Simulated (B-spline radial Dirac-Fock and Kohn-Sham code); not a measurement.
Relativistic shifts of the levels of Gd¹⁰⁺

System: the Gd¹⁰⁺ ion in the configuration [Kr] 4d10 4f5 5s2 5p1.

Both columns are ΔSCF binding energies of the configuration average from a radial finite-basis atomic code: non-relativistic Hartree-Fock with a point nucleus, and Dirac-Fock with a finite nucleus and the Coulomb interaction alone, averaged over the two j levels with weights 2j+1.

```csv
shell,Hartree-Fock (eV),Dirac-Fock (eV),shift (eV),shift (%)
1s,47655.8,50644.4,+2988.68,+6.27
2s,7828.7,8597.8,+769.09,+9.82
2p,7438.1,7682.7,+244.65,+3.29
3s,1901.7,2082.4,+180.62,+9.50
3p,1727.1,1790.7,+63.55,+3.68
3d,1405.7,1391.4,-14.26,-1.01
4s,531.4,574.8,+43.42,+8.17
4p,460.4,474.7,+14.30,+3.11
4d,333.8,330.5,-3.32,-0.99
4f,185.5,180.3,-5.21,-2.81
5s,188.6,198.4,+9.84,+5.22
5p,168.8,171.9,+3.06,+1.81
```

Relativity binds 1s, 2s, 2p, 3s, 3p, 4s, 4p, 5s, 5p more strongly, among those listed most of all 2s in relative terms, and 3d, 4d, 4f more weakly, because the contracted s and p shells screen the nucleus better.

Values without a named source are computed, but for edge energies of neutral atoms, which are taken from tables.
